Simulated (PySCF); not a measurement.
## J couplings in dimethylarsine

Bonds (- single, = double, # triple, : aromatic): C1-As2 1.969 Å, As2-C3 1.969 Å. C1 carries H4, H5, H6; As2 carries H7; C3 carries H8, H9, H10.

Indirect spin–spin couplings were computed at B3LYP/pcJ-1 (pcSseg-1 on As) (without the spin–dipole term) (PySCF) on a PBE0-D3(BJ)/def2-SVP structure, for the isolated molecule, without vibrational or relativistic corrections. Couplings are averaged over pairs made equivalent by symmetry, fast rotation or ring inversion, so a value needn't be that of the named pair in this geometry, while other rotamers aren't included; one pair stands for each set, and the list holds those of at least 0.8 Hz over up to four bonds.

Isotopes: $^{13}$C, $^{1}$H.

| pair | bonds | J (Hz) |
| --- | --- | --- |
| C1, H4 | 1 | 140.2 |
| C1, H7 | 2 | ? |
| H4, H5 | 2 | -12.5 |
| C1, H8 | 3 | 4.9 |
| H4, H7 | 3 | ? |

Estimate the withheld couplings, with signs.

Results:


- $^{2}J$(C1,H7) = -1.2 Hz (angle at As2 95°)
- $^{3}J$(H4,H7) = 7.5 Hz (mean over equivalent pairs that range from 1.4 to 14.7 Hz in this conformer)

Relativistic effects of the heavier atoms present are left out.
